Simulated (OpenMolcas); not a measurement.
Pt3+ among 6 point charges of -1.7 e arranged as an octahedron (Oh), 2.01 Å from the ion.
```
   2.0100    0.0000    0.0000  -1.70
   0.0000    2.0100    0.0000  -1.70
  -2.0100    0.0000    0.0000  -1.70
   0.0000   -2.0100    0.0000  -1.70
   0.0000    0.0000    2.0100  -1.70
   0.0000    0.0000   -2.0100  -1.70
```

```json
{
  "Program": "OpenMolcas 26.06",
  "Method": "SS-CASPT2, IPEA 0.25 Eh, imaginary shift 0.1 Eh (closed shells correlated: 5s 5p)",
  "Basis": "ANO-RCC-VTZP [8s7p5d3f1g]",
  "Scalar Hamiltonian": "DKH2, point nucleus",
  "Active space": "7 electrons in 5 orbitals (5d)",
  "State averaging": "2S+1 = 4 even, 10 roots; 2S+1 = 2 even, 40 roots",
  "Spin-orbit coupling": "state interaction with AMFI integrals over the reference wave functions"
}
```

(1) What is the spin-free ground state (labels of O, the rotations of Oh)?

(2) Where is the first state of the same spin?

(3) What are the lowest two levels with spin-orbit coupling?

(4) What is χT at 300 K, and how does it compare with the textbook value?

(5) Which ligand-field parameters describe the states?

## Answers

(1) 4T1, 3-fold in its orbital part, 97 % from free-ion F terms; it has the highest spin that d7 allows.

(2) 4T2 at 8030 cm-1 above the ground state.

(3) A 2-fold level Γ6 with g = 4.87, 4.87, 4.87, then a 4-fold level Γ8 1010 cm-1 above it. Their leading multiplicities are 4 (91 %) and 4 (82 %).

(4) The lowest level has 2S+1 = 4, for which the spin-only value is χT = S(S+1) / 2 = 1.875 cm3 K/mol (g = 2). The computed 3.259 at 300 K differs by +1.384, through orbital momentum, spin-orbit coupling and any other state in reach. With a threefold ground state the orbital momentum is unquenched, so the spin-only value is not expected to hold.

(5) A least-squares ligand-field fit to the states below 45000 cm-1, each weighted by its degeneracy and with a free common offset, gives 10Dq = 8475 cm-1, B = 650 cm-1 and C = 3503 cm-1 (C/B = 5.39), with an rms deviation of 361 cm-1. 

Roots that are degenerate in the reference are averaged as groups; the widest CASPT2 spread within a group is 430 cm-1 (the 3-fold group of multiplicity 2 near 14800 cm-1 above the lowest state of its run). Shifts and gaps below about the spread of the groups concerned are not significant. An orbital triplet at a regular site is open to Jahn-Teller coupling, which can distort the site and quench the lowest spin-orbit gaps and is left out. This shell can be high or low spin here, a state of another spin lies low, and with metal d orbitals alone active their balance is uncertain, so the ground spin may be wrong. Point charges give a weaker field than real ligands, and real ions of this kind are as a rule low spin; the high spin found here belongs to the model. This field is weak: 10Dq is about 8475 cm-1, while octahedral complexes of 5d ions of charge 3 and more, computed by the same method with explicit ligands, had a median near 35000 cm-1. Ground spin and moment need not be those of a real site. Free-ion shares, where given, are those of the reference states; single-state CASPT2 does not remix them. This is an electrostatic model: the charges have no orbitals. No measured value stands beside these numbers.
